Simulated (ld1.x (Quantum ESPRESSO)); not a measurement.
**Before and after: RRKJ potential for bismuth (Bi)**

| Property | Result |
| --- | --- |
| Element | Bi |
| Generator | ld1.x (Quantum ESPRESSO) 7.5 |
| Type | norm-conserving RRKJ (Kleinman–Bylander form) |
| Functional | LDA (PZ) |
| Relativity | scalar-relativistic |
| Frozen core | [Xe] 4f14 5d10 |
| Valence charge | 5 |
| Reference configuration | 6s2 6p3 |
| Partial waves | 6s (bound): rc 1.95 bohr; 6p (bound): rc 1.90 bohr |
| Local potential | all-electron potential smoothed inside 1.70 bohr (lloc = -2) |
| Core correction | none |
| rho0 | 0.001 |

Change: wave 6s (bound): rc 1.95 bohr becomes 6s (bound): rc 2.92 bohr.

Cutoffs: the cutoffs (Ry, on a coarse ladder) from which the occupation-weighted sum of valence levels, in a spherical-Bessel basis at the reference potential, stays within 10 and 1 mRy of its value at 400 Ry; they do not see the model core or the augmentation charge, which bear on the density cutoff. Errors are all-electron minus pseudo energies relative to the spin-unpolarised reference configuration.

**Question.** Predict the effect on cutoff, ghosts and configuration errors.

**Answer.** The potential gets softer (35 Ry and 45 Ry → 30 Ry and 35 Ry); both files keep a bound ghost (d); of the 9 tests that both files solve, the error grows in 3 and shrinks in 2 by more than 15 % and 0.3 meV (median size 135.3 → 92.9 meV). A larger radius leaves more room for a smooth pseudo-wave, so fewer plane waves are needed.

| quantity | base | changed |
| --- | --- | --- |
| cutoff, loose | 35 Ry | 30 Ry |
| cutoff, tight | 45 Ry | 35 Ry |
| loose cutoff by channel (10 mRy a level) | s 30 Ry, p 25 Ry | s 10 Ry, p 25 Ry |
| bound ghosts | d | d |
| error for 6s2 6p2, meV [ΔE 8.15 eV] | +6.2 | +7.8 |
| error for 6s2 6p1, meV [ΔE 23.72 eV] | +42 | +54 |
| error for 6s2 6p0, meV [ΔE 47.43 eV] | +135 | +180 |
| error for 6s1 6p4, meV [ΔE 10.18 eV] | +35 | +18 |
| error for 6s1 6p0, meV [ΔE 93.35 eV] | +455 | +511 |
| error for 6s2 6p3.3, meV [ΔE -1.15 eV] | +1.0 | +1.1 |
| error for 6s0 6p5, meV [ΔE 20.72 eV] | +172 | +93 |
| error for 6s2 6p3 (spin-polarised), meV [ΔE -1.02 eV] | +198 | +199 |
| error for 6s2 6p2 (spin-polarised), meV [ΔE 7.60 eV] | +138 | +140 |

 A true bound ghost makes a file unfit for plane-wave use even where its test errors are small: the radial tests pick states by their node count and pass the ghost by.
